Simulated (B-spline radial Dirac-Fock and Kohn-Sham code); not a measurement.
## Characteristic X-ray lines: Br⁷⁺

System: Br⁷⁺, [Ar] 3d10, inside a Watson sphere of charge -7 and radius 2.4 Å (a model of the Madelung potential; inside it an electron's potential energy is raised by 42.0 eV).

Model: Dirac-Fock ΔSCF + Breit + QED. Program: a radial finite-basis atomic code. A line energy is the difference of two single-hole energies; the list is a selection of electric-dipole transitions between resolved j subshells. Correlation and solid-state effects are left out.

| line | energy (keV) | wavelength (Å) |
| --- | --- | --- |
| K-M3 | 13.295 | 0.93258 |
| K-M2 | 13.288 | 0.93307 |
| K-L3 | 11.926 | 1.0396 |
| K-L2 | 11.879 | 1.0437 |
| L1-M3 | 1.6060 | 7.7199 |
| L1-M2 | 1.5990 | 7.7536 |
| L2-M4 | 1.5320 | 8.0927 |
| L3-M5 | 1.4864 | 8.3412 |
| L3-M4 | 1.4854 | 8.3471 |
| L2-M1 | 1.3417 | 9.2406 |
| L3-M1 | 1.2950 | 9.5738 |

Values without a named source are computed, but for edge energies of neutral atoms, which are taken from tables.
